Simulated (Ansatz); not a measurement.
The cluster Cs3H4 (the lowest doublet isomer of a short search). The state is a doublet with charge 0. Geometry r2SCAN-D4/def2-TZVP, basis def2-TZVP, Ansatz.

```xyz
7

Cs    2.593    0.972   -0.107
Cs    0.412   -2.462    1.630
Cs   -0.695   -0.698   -1.892
H    -2.376    2.001   -0.078
H     0.029    0.243    0.859
H    -1.816    1.631    0.261
H     1.854   -1.688   -0.673
```

```csv
run,HOMO (eV),LUMO (eV)
A,-1.92,-1.06
B,-2.63,-0.12
C,-1.62,-1.20
D,-2.77,-0.17
E,-1.70,-1.54
```

In the def2 sets Cs takes a core potential; there is no spin–orbit coupling. LC-ωPBE has ω = 0.4 bohr⁻¹. In the doublet, H4 and H6 lie 0.75 Å apart (atoms count from 1), so H2 has formed as a molecule. The structure comes from a short search, and lower isomers may exist.

HOMO and LUMO are taken over both spins.

Task: The runs used B97M-V, LC-ωPBE, PBE0, r2SCAN, ωB97X-V. Estimate which is which.

Result: A PBE0 (25 % exact exchange); B ωB97X-V (range-separated); C r2SCAN (0 % exact exchange); D LC-ωPBE (range-separated); E B97M-V (0 % exact exchange). Exact exchange lowers occupied and raises empty levels; among semilocal functionals meta-GGAs tend to open the gap a little, and such runs are hard to tell apart. The gap grows from 0.16 eV (B97M-V) to 2.60 eV (LC-ωPBE).
